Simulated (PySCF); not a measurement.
Gas-phase reaction: 2 GaH2Cl + 2 HCl = Ga2H6 + 2 Cl2

Method: PySCF energies plus ideal-gas RRHO corrections (1 bar). † marks an energy on the PBE0/def2-TZVP geometry and frequencies; other levels use their own. MP2 and CCSD(T) freeze the core. 6-31G* has spherical d functions here. All species are closed-shell singlets. B3LYP is the form with VWN-RPA correlation. Ga: all electrons, no relativistic terms. GaH2Cl, Ga2H6: computed as isolated molecules; such fragments, hydroxides, amides, oligomers or adducts are transient or little studied in the gas. MP2 isn't extrapolated to the basis-set limit. CCSD(T) isn't extrapolated to the basis-set limit.

```csv
level,"ΔH°(298 K), kJ"
B3LYP/def2-TZVP†,[?]
BLYP/def2-TZVP†,474
CCSD(T)/def2-SVP†,[?]
HF/6-31G*,595
MP2/def2-SVP†,574
PBE/def2-TZVP†,452
PBE0/def2-QZVP†,[?]
PBE0/def2-SVP†,519
r2SCAN/def2-TZVP†,482
ωB97M-V/def2-TZVP†,[?]
ωB97X-V/def2-TZVP†,490
```

**Question.** Fill in the missing entries.

**Answer.** 
- B3LYP/def2-TZVP†, ΔH°(298 K), kJ: 491
- CCSD(T)/def2-SVP†, ΔH°(298 K), kJ: 544
- PBE0/def2-QZVP†, ΔH°(298 K), kJ: 482
- ωB97M-V/def2-TZVP†, ΔH°(298 K), kJ: 487
